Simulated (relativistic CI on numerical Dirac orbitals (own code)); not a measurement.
# Radial parameters of Hg4+

Method of calculation: Dirac-Coulomb-Breit CI, KLI orbitals optimised for each configuration, a model potential for QED, valence Slater integrals scaled by 0.85, P86 correlation energy added to each configuration (own radial code, finite nucleus).

Slater integrals F^k, G^k are unscaled and averaged over j, outside the closed core [Kr] 4d10 4f14 5s2; ζ comes from projecting the Hamiltonian with its Breit term on Σ l·s of the shell.

- 5p⁶5d⁸: F^2(5d,5d) = 78084, F^4(5d,5d) = 52282, ζ(5d) = 6456.2 cm⁻¹; <r>(5d) = 1.338, <r^2>(5d) = 2.053 (bohr units).
- 5p⁶5d⁷6s: F^2(5d,5d) = 79125, F^4(5d,5d) = 53050, ζ(5d) = 6756.2, G^2(5d,6s) = 24408 cm⁻¹; <r>(5d) = 1.322, <r^2>(5d) = 2.002, <r>(6s) = 2.091, <r^2>(6s) = 4.871 (bohr units).
- 5p⁶5d⁷5f: F^2(5d,5d) = 79838, F^4(5d,5d) = 53595, ζ(5d) = 6868.1, F^2(5d,5f) = 29912, F^4(5d,5f) = 16473, G^1(5d,5f) = 27329, G^3(5d,5f) = 16419, G^5(5d,5f) = 11511, ζ(5f) = -80.188 cm⁻¹; <r>(5d) = 1.312, <r^2>(5d) = 1.97, <r>(5f) = 2.906, <r^2>(5f) = 9.794 (bohr units).

Question: Give the Racah parameters of the d shell in 5p⁶5d⁸.

Answer: B = F²/49 − 5F⁴/441 = 1001 cm⁻¹ and C = 35F⁴/441 = 4149 cm⁻¹; values fitted to spectra at such low charge are typically 15 to 30 % smaller.

In this model ζ of a weakly bound d, f or g electron outside closed shells comes out too small, for d by up to a factor of two or three and at times with the wrong sign; that of an outer p electron is too small as well.

Averages of the first 10 configurations, taken without configuration mixing, which lowers the lowest level and can move excited configurations by several eV; other configurations of the list can lie among them:

```
Configuration  Parity  States  Average energy above the lowest level (eV)
       5p⁶5d⁸    even      45                                         2.5
     5p⁶5d⁷6s    even     240                                        16.1
     5p⁶5d⁷5f     odd    1680                                        43.6
     5p⁶5d⁷6p     odd     720                                        27.6
    5p⁶5d⁶6s²    even     210                                        31.9
     5p⁶5d⁷5g    even    2160                                        53.8
     5p⁶5d⁷7s    even     240                                        41.6
     5p⁶5d⁷6d    even    1200                                        40.6
   5p⁶5d⁶6s6p     odd    2520                                        42.6
       5p⁵5d⁹     odd      60                                        69.2
```
